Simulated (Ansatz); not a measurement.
Basis sets compared for the cluster Na4O2. Total charge 0; singlet. Geometry r2SCAN-D4/def2-SVP. Ansatz on 2 threads of Arm Neoverse V1 on a shared host; times are rough, and most runs start from earlier orbitals.

```xyz
6

Na   -2.200   -1.462   -2.582
Na    2.193    1.457    2.590
Na   -0.760    1.068    0.043
Na    0.764   -1.065   -0.048
O    -1.001   -0.665   -1.187
O     1.004    0.667    1.184
```

At HF/STO-3G the highest occupied level of the charge 0 singlet lies above zero (up to 2.69 eV). In Hartree–Fock with STO-3G the lack of diffuse functions raises the level. The structure comes from a short search, and lower isomers may exist.

| level | functions | energy (Eh) | HOMO (eV) | LUMO (eV) | wall time |
| --- | --- | --- | --- | --- | --- |
| HF/STO-3G | 46 | -786.8040 | 2.69 | 13.37 | 0.2 s |
| HF/def2-TZVP | 190 | -797.1966 | -5.92 | 0.39 | 3.3 s |
| PBE-D4/def2-SVP | 88 | -798.7175 | -2.43 | -1.48 | 2.2 s |
| PBE-D4/def2-TZVP | 190 | -799.1380 | -2.45 | -1.48 | 4 s |
| r2SCAN-D4/def2-TZVP | 190 | -799.5518 | -2.36 | -1.03 | 8.5 s |
| PBE0-D4/def2-SVP | 88 | -798.7464 | -3.30 | -0.88 | 2.8 s |
| PBE0-D4/def2-TZVP (with forces) | 190 | -799.1643 | -3.32 | -0.88 | 8.5 s |

(1) Estimate the rows for PBE-D4/def2-TZVPD, r2SCAN-D4/def2-TZVPD, PBE0-D4/def2-TZVPD.

Results:

(1) 
```json
{"level": "PBE-D4/def2-TZVPD", "functions": "220", "energy (Eh)": "-799.1410", "HOMO (eV)": "-2.45", "LUMO (eV)": "-1.47", "wall time": "6.5 s"}
{"level": "r2SCAN-D4/def2-TZVPD", "functions": "220", "energy (Eh)": "-799.5540", "HOMO (eV)": "-2.37", "LUMO (eV)": "-1.01", "wall time": "12 s"}
{"level": "PBE0-D4/def2-TZVPD", "functions": "220", "energy (Eh)": "-799.1668", "HOMO (eV)": "-3.33", "LUMO (eV)": "-0.88", "wall time": "10 s"}
```
